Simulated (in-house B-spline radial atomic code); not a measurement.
Ar+ is squeezed into an impenetrable sphere of radius R (the orbitals vanish at R). Computed with a radial B-spline atomic code at the basis-set limit: non-relativistic r2SCAN, spin-polarised, spherical fractional occupations, point nucleus.

Energies in eV above the free ion in [Ne] 3s2 3p5:

```csv
R (bohr),highest level (eV),[Ne] 3s2 3p5,[He] 2s2 2p5 3s2 3p5 3d1,[Ne] 3s2 3p4 3d1
9.57,-21.8,-2.246e-05,255.5,17.56
6.17,-21.8,0.00811,255.7,17.78
5.43,-21.7,0.04624,255.9,18.04
4.1,-20.9,0.9946,257.4,20
3.33,-18.3,5.781,262.5,26.13
3.18,-17.2,8.151,264.9,28.86
2.69,-11,25.23,282,47.41
2.32,-0.961,60.14,317,83.48
1.97,18.2,140.2,398.5,163.7
1.24,177,998.7,1292,989
```

(1) Does [He] 2s2 2p5 3s2 3p5 3d1 fall below [Ne] 3s2 3p5 under compression?

(2) Does [Ne] 3s2 3p4 3d1 fall below [Ne] 3s2 3p5 under compression?

The highest level is first positive in the row R = 1.97 bohr, pushed up by confinement above the zero of the free ion's potential. Each configuration is held fixed and needn't be the lowest in the sphere.

## Answers

(1) No, it stays above over the whole range.

(2) Yes, between R = 1.97 and 1.24 bohr the order changes (near 1.45 bohr by linear interpolation).
